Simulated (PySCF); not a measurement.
**H₃TcO₂, singlet: structure and spectrum**

Method: PBE0/[Tc def2-TZVP with ECP28, O def2-TZVP, H def2-TZVP], scalar-relativistic core potentials, density fitting, no spin–orbit coupling, PySCF.

The structure is a minimum.

```json
{"Point group": "C2v", "Bond lengths": "Tc–H 1.619 Å (×2), Tc–H 1.629 Å, Tc–O 1.664 Å (×2)", "Bond angles": "H–Tc–H 57.5° (×2), H–Tc–H 115.1°, H–Tc–O 103.5° (×4), H–Tc–O 115.7° (×2), O–Tc–O 128.6°", "Entropy at 298.15 K and 1 bar": "279.9 J/(mol K)", "Rotational constants": "0.7765, 0.2226, 0.1875 cm⁻¹", "Enthalpy at 298.15 K above 0 K": "13.50 kJ/mol", "Principal polarisabilities": "39.4, 40.6, 48.3 bohr³", "Highest occupied level": "-9.18 eV", "Rotational symmetry number": "2", "Heat capacity Cp at 298.15 K": "65.0 J/(mol K)", "Zero-point energy": "77.4 kJ/mol", "Dipole moment": "1.75 D", "Lowest empty level": "-3.05 eV", "Principal quadrupole moments (Buckingham, traceless) about the centre of mass": "-7.30, 3.20, 4.10 D Å", "Atomisation energy without zero-point energy": "1915 kJ/mol"}
```

Harmonic modes (masses in u: Tc 98.907, O 15.995, H 1.008):
```tsv
symmetry	ω (cm⁻¹)	IR (km/mol)
b1	292	5.1
a1	313	3.7
b2	654	23.5
b1	665	136
a2	765	0.0
a1	858	134
b2	876	25.4
b2	1063	227
a1	1073	16.5
a1	2104	4.3
b1	2141	6.1
a1	2141	1.0
```

In C2v the vibrations span 3b1 + 5a1 + 3b2 + a2. The a2 mode carries no infrared intensity, as symmetry demands.

Charges (e):
```csv
atom,Mulliken,Löwdin,polar tensor,Mayer order to Tc1
Tc1,0.83,0.29,1.06,–
"O2,3",-0.55,-0.26,-0.62,1.83
"H4,5",0.08,0.07,0.04,0.88
H6,0.11,0.08,0.11,0.83
```

Mulliken populations on Tc1 (electrons outside its core potential): s 2.41, p 6.58, d 5.12, f 0.05.

Outer orbital energies (eV). occupied: -12.88, -12.45, -12.35, -11.95, -11.48, -10.11, -9.76, -9.18; empty: -3.05, -2.29, -1.78, -1.01.

Only a few start shapes were tried, so a lower isomer may exist.

The final relaxation and frequency run took of the order of 6 core-minutes on a shared host.
